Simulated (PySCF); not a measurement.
**Radial density of Sn³⁺ (tin, charge +3)**

M06-L, [Kr] 4d10 5s1, 2S determinant. Computed with PySCF 2.14 in def2-TZVP with the def2 core potential (28 electrons), with a scalar-relativistic core potential. This is the valence pseudo-density: the core potential removes the inner electrons and smooths the orbitals near the nucleus.

```csv
r (bohr),4πr²ρ (e/bohr),4πr²(ρα − ρβ)
0.00678,2.646e-05,0.0000
0.0114,6.739e-05,0.0000
0.0192,0.0001470,0.0000
0.0323,0.0002549,0.0000
0.0543,0.0004749,0.0000
0.0913,0.001866,0.0000
0.154,0.01920,0.0001
0.258,0.3134,0.0019
0.434,5.251,0.0560
0.731,22.34,0.0743
1.23,11.55,0.1649
2.07,1.607,0.6442
3.48,0.09695,0.0869
5.85,0.0001167,0.0001
```

Energies and moments cover only the electrons outside the core potential.
